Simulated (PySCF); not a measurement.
GaI2, SMILES [I][Ga+][I], charge +1.

Geometry optimised at r2SCAN-D4/def2-SVP. The spin state was assumed, not searched. The isomer is the one that the SMILES or the coordinates give; other isomers of the formula were not compared. The def2 effective core potentials stand for the cores of I; spin–orbit coupling is left out.

Two levels are set side by side: PBE/def2-TZVPD (PySCF) and CAM-B3LYP/def2-TZVPD (PySCF). Same geometry, gas phase. Differences are taken from unrounded values.

| quantity | CAM-B3LYP | PBE | PBE minus CAM-B3LYP |
|---|---|---|---|
| orbital gap (eV) | 7.22 | 3.18 | -4.05 |
| highest occupied level (eV) | -14.45 | -12.13 | 2.32 |
| lowest empty level (eV) | -7.23 | -8.95 | -1.72 |
| mean polarisability (bohr³) | 90.0 | 93.8 | 3.8 |

PBE's occupied levels lie high since its potential decays too fast outside the molecule; exact exchange lowers them and widens the gap. Loosely held outer electrons make PBE densities more polarisable. Differences between two approximate levels are no errors against the true value.

Rough cost on one machine, each run with all the roots and properties that it gave: CAM-B3LYP against PBE within a factor of 2.
